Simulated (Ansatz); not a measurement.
CH$_{3}$AlF$_{2}$ (SMILES [CH3][Al]([F])[F]), singlet, geometry from GFN2-xTB (such geometries of metal compounds can be far from the true shape). Base run: HF/3-21G (Ansatz, a quantum-chemistry and plane-wave program).

The Ansatz input:
Ansatz 0.2 input:
```yaml
crystal:
  periodic: [false, false, false]
  atoms:
    - {symbol: Al, position_ang: [0.05180306, 0.04011766, 0.00222470]}
    - {symbol: C, position_ang: [-1.50805595, -1.16573156, -0.06233932]}
    - {symbol: H, position_ang: [-1.30669362, -2.03874718, -0.68318980]}
    - {symbol: H, position_ang: [-2.37664668, -0.64890162, -0.46820696]}
    - {symbol: H, position_ang: [-1.76055472, -1.53755322, 0.93063349]}
    - {symbol: F, position_ang: [0.01100760, 1.60162551, -0.52911869]}
    - {symbol: F, position_ang: [1.52441362, -0.41295198, 0.59199405]}
basis:
  gaussian:
    orbitals: 3-21G.json
hamiltonian:
  xc: hf
```
The basis file holds 3-21G in the JSON format of the Basis Set Exchange.

The base run was repeated with changes; each row names its change, and settings that it needs were set with it.

```csv
change,ΔE vs base (kcal/mol)
base,0.000
forces = on,0.000
nuclear_model = gaussian,0.084
"point_charge = charge:1.0 position_ang:-1.477, 4.5883, -1.297",-9.18
"point_charge = charge:-1.0 position_ang:-0.0112, 4.514, -1.5483",10.69
lower_state_search = full,0.000
lower_state_search = off,0.000
lower_state_search = light,0.000
"point_charge = charge:0.5 position_ang:-5.8243, -0.6992, 1.8063",1.57
fitting.mean_field = def2-universal-JKFIT,0.139
accuracy = high,-0.003
```
